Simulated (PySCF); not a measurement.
**C$_{4}$H$_{7}$ClO$_{2}$Si: full NMR table**

| Item | Value |
| --- | --- |
| Formula | C4H7ClO2Si |
| SMILES | CO[C@@H]1C=C(Cl)[SiH2]O1 |
| InChI | InChI=1S/C4H7ClO2Si/c1-6-4-2-3(5)8-7-4/h2,4H,8H2,1H3/t4-/m0/s1 |
| Point group of the computed structure | C1 |
| Degrees of unsaturation | 2 |
| Carbon signals | 4 |
| Proton signals | 5 |

Numbering as in the mapped SMILES `[CH3:1][O:2][C@@H:3]1[CH:4]=[C:5]([Cl:6])[SiH2:7][O:8]1`; H(Xn) means a hydrogen on atom n. Ha(Si7) is cis to O2 on the ring; Hb(Si7) is trans to O2 on the ring.

Computed data (PySCF 2.14): PBE0/pcSseg-1 with gauge-including orbitals, geometry from GFN2-xTB. No relativistic terms, one computed conformer, equivalent nuclei averaged, no solvent.

Shifts are taken against calculated references (same method and geometry level): 1H (31.72 ppm), 13C (186.93 ppm), 29Si (349.16 ppm) against TMS; 17O (336.08 ppm) against H2O.

| carbon | δC, type | δH (multiplicity) | HMBC from (2–3 bonds) | span of the C tensor (ppm) |
| --- | --- | --- | --- | --- |
| C1 | 57.7, CH3 | 3.71 (s) | H(C3) | 87 |
| C3 | 109.8, CH | 5.78 (m) | H(C4), Ha(Si7), Hb(Si7), H(C1) | 42 |
| C4 | 152.9, CH | 6.81 (d) | H(C3), Ha(Si7), Hb(Si7) | 213 |
| C5 | 148.4, C | – | H(C4), H(C3), Ha(Si7), Hb(Si7) | 187 |

Other nuclei:
| atoms | nucleus | environment | δ (ppm) | σ (ppm) |
| --- | --- | --- | --- | --- |
| Ha(Si7) | 1H | hydrogen on a silicon bonded to C, O, in a 5-membered ring | 5.30 | 26.42 |
| Hb(Si7) | 1H | hydrogen on a silicon bonded to C, O, in a 5-membered ring | 5.14 | 26.57 |
| Si7 | 29Si | silicon bonded to C, O, 2 H, in a 5-membered ring | -13.0 | 362.2 |
| O2 | 17O | ether oxygen | 83.9 | 252.2 |
| O8 | 17O | oxygen bonded to C, Si, in a 5-membered ring | 67.9 | 268.2 |

1. Carbon types of the structure: 1 × C, 2 × CH, 1 × CH3, leaving 2 H on heteroatoms.
2. δC 152.9: alkene CH; an sp2 carbon of a C=C bond.
3. δC 148.4: fully substituted alkene carbon; an sp2 carbon of a C=C bond.
4. δC 109.8: sp3 carbon bearing two oxygens; 2 electronegative neighbours deshield it.
5. δH 6.81: hydrogen on an alkene CH; attached to an sp2 carbon and in the plane of the double bond.
6. δH 5.78: hydrogen on an sp3 carbon bearing two oxygens; its carbon carries O, hence the downfield position.

Carbons that carry Cl, above all several Cl atoms, come out too deshielded, partly because spin–orbit coupling is missing. Shifts are as computed. Against solution values, carbons near 30 ppm lie about +3 ppm off and those near 130 ppm about +5 ppm; carbons on Cl a further +6 ppm. Of 1309 compounds with measured shifts, 239 miss one by over three times the rms of a fit or turn the order of signals round; such compounds aren't used in these exercises. Experimental scales use liquid or dissolved standards, which lie at an offset from isolated H2O (liquid H2O: subtract about 36 ppm). Multiplicities follow the n + 1 count of equivalent neighbours, as no J values were calculated; m marks all less simple cases, F and P coupling included.
